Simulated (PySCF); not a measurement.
C₇H₁₃B.
SMILES with atom numbers: `[CH2:1]=[CH:2][BH:3][CH:4]1[CH2:5][CH2:6][CH2:7][CH2:8]1` (hydrogens: H9, H10 on C1; H11 on C2; H12 on B3; H13 on C4; H14, H15 on C5; H16, H17 on C6; H18, H19 on C7; H20, H21 on C8)

A GFN2-xTB structure was refined with PBE0-D3(BJ)/def2-SVP geometry optimisation, gas phase in PySCF. Its GFN2-xTB values:

```tsv
coordinate	GFN2-xTB
C1=C2	1.358 Å
C1–H9	1.072 Å
C1–H10	1.071 Å
C2–B3	1.563 Å
C2–H11	1.096 Å
B3–C4	1.527 Å
B3–H12	1.168 Å
C4–C5	1.541 Å
C4–C8	1.545 Å
C4–H13	1.108 Å
C5–C6	1.536 Å
C5–H14	1.099 Å
C5–H15	1.085 Å
C6–C7	1.538 Å
C6–H16	1.090 Å
C6–H17	1.094 Å
C1–C2–B3	124.5°
C2–B3–C4	119.4°
B3–C4–C5	116.4°
B3–C4–C8	117.5°
C4–C5–C6	106.6°
C5–C4–C8	100.1°
C5–C6–C7	105.1°
C1–C2–B3–C4	-174°
C2–B3–C4–C5	60°
B3–C4–C5–C6	166°
B3–C4–C8–C7	-167°
```

**Question.** How do these coordinates change at the PBE0-D3(BJ)/def2-SVP level?

**Answer.** 
| coordinate | PBE0-D3(BJ)/def2-SVP (Å or °) | change |
| --- | --- | --- |
| B3–H12 | 1.218 | +0.050 |
| B3–C4 | 1.564 | +0.037 |
| C1–H10 | 1.096 | +0.025 |
| C1–H9 | 1.096 | +0.024 |
| C5–H15 | 1.104 | +0.019 |
| C2–B3 | 1.549 | -0.014 |
| C4–C8 | 1.531 | -0.014 |
| C1=C2 | 1.345 | -0.013 |
| C6–H16 | 1.101 | +0.011 |
| C4–C5 | 1.548 | +0.007 |
| C6–H17 | 1.101 | +0.007 |
| C6–C7 | 1.544 | +0.006 |
| C5–C6 | 1.541 | +0.005 |
| C2–H11 | 1.099 | +0.003 |
| C4–H13 | 1.106 | -0.002 |
| C5–H14 | 1.100 | +0.001 |
| B3–C4–C5 | 108.4 | -8.0 |
| C2–B3–C4 | 123.8 | +4.4 |
| C1–C2–B3 | 121.5 | -3.0 |
| C4–C5–C6 | 104.7 | -1.9 |
| C5–C4–C8 | 101.3 | +1.2 |
| C5–C6–C7 | 106.0 | +0.9 |
| B3–C4–C8 | 117.7 | +0.2 |
| C2–B3–C4–C5 | 97 | +37 |
| B3–C4–C8–C7 | -159 | +8 |
| B3–C4–C5–C6 | 163 | -3 |
| C1–C2–B3–C4 | -177 | -3 |

The energy falls by 20.0 kJ/mol over 18 energy and gradient evaluations, the largest force component goes from 0.0400 to 3.2e-04 Eh/bohr, and the atoms move by 0.371 Å rms after alignment. The bond that changes most is B3–H12 (three-coordinate boron to B–H hydrogen), which lengthens by 0.050 Å. Bonds longer at the end by more than 0.005 Å: 12 of 21; shorter: 3. Among the dihedrals that turn most is H12–B3–C4–H13, from 120° to 163°. Rotational constants go from 5574, 976.1, 870.3 to 5682, 936.8, 859.7 MHz.

The run used 177 basis functions and 125 SCF cycles in all. The run took 7.6 min of wall time on one thread of an Arm Neoverse N1 (shared host), and the process peaked at 0.73 GiB of memory.

Stationary, but not proved a minimum. The numbers are those of one conformer.
